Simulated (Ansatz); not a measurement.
Relaxation of C₂H₆N₂Si (11 atoms, charge 0, multiplicity 1), to a largest force component of 0.015 eV/Å in at most 40 steps.

The calculation used RHF/def2-SVP in Ansatz 0.2.0.

```xyz
11
Properties=species:S:1:pos:R:3:forces:R:3
N 0.932 1.228 0.943 -0.76 4.78 -0.88
C 0.500 0.045 0.578 -0.03 2.06 0.91
C 0.848 -1.160 0.280 6.86 -4.75 0.09
Si -0.782 -0.993 0.062 -6.40 1.44 0.93
N -1.370 -0.355 -1.423 -1.78 0.66 0.04
H 0.297 2.042 0.584 2.12 -2.47 1.49
H 1.905 1.452 0.823 -0.05 -0.08 0.13
H 1.806 -1.735 0.229 -0.99 0.56 0.10
H -1.862 -0.892 1.181 0.42 -1.11 -1.22
H -1.623 0.625 -1.221 -0.08 -1.14 -0.50
H -0.585 -0.314 -2.015 0.68 0.06 -1.09
```

Q: Where does it end, and by what steps?

A: The forces met the threshold. After 12 steps the energy has fallen by 2.063 eV; H10 moved furthest, 1.45 Å.

| step | energy less start (eV) | largest force component (eV/Å) | accepted |
| --- | --- | --- | --- |
| 0 | 0.0000 | 6.859 | yes |
| 1 | -1.2396 | 2.964 | yes |
| 2 | -1.6547 | 0.600 | yes |
| 3 | -1.8095 | 0.547 | yes |
| 4 | -1.9071 | 0.623 | yes |
| 5 | -1.9688 | 0.448 | yes |
| 6 | -2.0171 | 0.297 | yes |
| 7 | -2.0482 | 0.179 | yes |
| 8 | -2.0542 | 0.492 | yes |
| 9 | -2.0611 | 0.096 | yes |
| 10 | -2.0623 | 0.064 | yes |
| 11 | -2.0627 | 0.019 | yes |
| 12 | -2.0627 | 0.006 | yes |

```xyz
11
Properties=species:S:1:pos:R:3
N 1.320 1.341 1.149
C 0.611 0.302 0.647
C 0.878 -0.989 0.340
Si -0.821 -0.608 0.004
N -1.510 -0.431 -1.550
H 0.934 2.258 1.093
H 2.319 1.290 1.154
H 1.775 -1.595 0.393
H -1.963 -0.963 0.872
H -2.498 -0.421 -1.706
H -0.981 -0.239 -2.376
```

Run time: 33 s on 1 thread of Arm Neoverse V1, on a shared host, peak memory 0.2 GiB.
